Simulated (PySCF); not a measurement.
Ca: interval between two levels

Ca [Ar] 4s2 → Ca [Ar] 4p2 [3P2, M_J = 2], as a difference of total energies. Computed with PySCF 2.14 in x2c-TZVPall-2c with one added diffuse shell each of s, p, d type (7s8p4d, 51 functions), with the two-component X2C-1e Hamiltonian. Correlated levels: [Ne] frozen; the 6 highest virtual spinors dropped. "Screened" scales the spin-orbit matrix elements by Boettger's factors to mimic the two-electron term; Breit and QED terms are absent.

```csv
method,interval between two levels (cm⁻¹)
GHF (spin-free),33755
GMP2 (spin-free),39520
GHF (screened spin-orbit),33801
GMP2 (screened spin-orbit),39571
```

Errors of the correlated levels include the incompleteness of this basis and the frozen core.

The labels give the starting determinants; with spin-orbit coupling the two ends relaxed to ⟨J²⟩ = 0.00, ⟨L²⟩ = 0.00, ⟨S²⟩ = 0.00 and ⟨J²⟩ = 6.00, ⟨L²⟩ = 2.00, ⟨S²⟩ = 2.00.

For comparison: 38552 cm⁻¹ (measured; NIST Handbook of Basic Atomic Spectroscopic Data (Sansonetti and Martin, J. Phys. Chem. Ref. Data 34, 1559 (2005))).
